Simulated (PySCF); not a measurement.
Orbital picture of CdC⁺

TPSS at R = 2.273 Å; basis Cd cc-pVDZ-PP with ECP28, C cc-pVDZ; scalar-relativistic core potentials; PySCF 2.14. State: ²Π (doublet), unpaired electrons π ↑. Only the outer orbitals are listed, counted within each symmetry, core potentials removing the inner ones.

```csv
spin,orbital,occ.,ε (eV),on Cd (%),main shells (%)
α,4σ,1,-21.98,25,"72 C s, 22 Cd d"
α,2π,1,-19.89,100,100 Cd d
α,2π,1,-19.86,99,99 Cd d
α,1δ,1,-19.76,100,100 Cd d
α,1δ,1,-19.76,100,100 Cd d
α,5σ,1,-19.40,78,"77 Cd d, 22 C s"
α,6σ,1,-13.25,49,"48 Cd s, 45 C p"
α,3π,1,-12.71,4,96 C p
α,3π,0,-11.55,6,94 C p
α,7σ,0,-10.37,63,"45 Cd s, 37 C p, 17 Cd p"
α,4π,0,-6.58,97,97 Cd p
β,4σ,1,-21.06,53,"50 Cd d, 43 C s"
β,2π,1,-19.90,100,100 Cd d
β,2π,1,-19.84,100,100 Cd d
β,1δ,1,-19.77,100,100 Cd d
β,1δ,1,-19.77,100,100 Cd d
β,5σ,1,-18.85,53,"49 Cd d, 47 C s"
β,6σ,1,-12.97,53,"53 Cd s, 39 C p"
β,3π,0,-10.93,8,92 C p
β,7σ,0,-10.21,58,"42 C p, 37 Cd s, 20 Cd p"
β,3π,0,-9.46,16,"84 C p, 15 Cd p"
```

Which are the highest filled and the lowest empty level, where do they sit, and how wide is the gap?

Highest filled α 3π at -12.71 eV (in %: 96 C p); lowest empty α 3π at -11.55 eV (in %: 94 C p); the gap at TPSS is 1.16 eV. Both belong to one degenerate shell, split only by its one-sided filling, so this is no excitation gap.

The bond order (Mayer) is 1.12, the ⟨S²⟩ is 0.759 and the charge on Cd (Mulliken, basis-dependent) is 0.86. The charge on Cd (Löwdin, basis-dependent) is 0.80 and the dipole moment (positive dipole points towards C; it is taken about the centre of mass and depends on that origin) is -0.13 D.

Spin–orbit coupling is left out. The state is the lowest determinant that a PBE0 search found; another state may lie lower at other levels.
